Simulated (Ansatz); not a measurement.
Gas-phase reaction R1 + R2 → P1 + P2, each structure at its B3LYP-D3(BJ)/def2-TZVP stationary point, reached from a drawn start (curvature not checked).
R1: C2H6 (SMILES CC), charge 0, multiplicity 1.
P1: C2H5 (SMILES [CH2]C), charge 0, multiplicity 2.
R2: O atom, charge 0, multiplicity 3.
P2: OH (SMILES [OH]), charge 0, multiplicity 2.

P less R. No zero-point or thermal terms; singlets are restricted closed shells; open shells are unrestricted; no spin–orbit coupling.

Programs: Ansatz (Gaussian basis) for Hartree–Fock, density functionals and correlated methods. Each number belongs to the level named beside it.

Q: One of these levels gives 0.021 eV for the reaction energy. Name it.
A. r2SCAN/def2-TZVPP
B. SVWN5/def2-TZVPP
C. B97M-V/def2-TZVPP
D. HF/cc-pVDZ

A: C, B97M-V/def2-TZVPP. The others give 0.803 (HF/cc-pVDZ), -0.289 (SVWN5/def2-TZVPP), -0.205 (r2SCAN/def2-TZVPP)

Ansatz is a program for electronic structure.
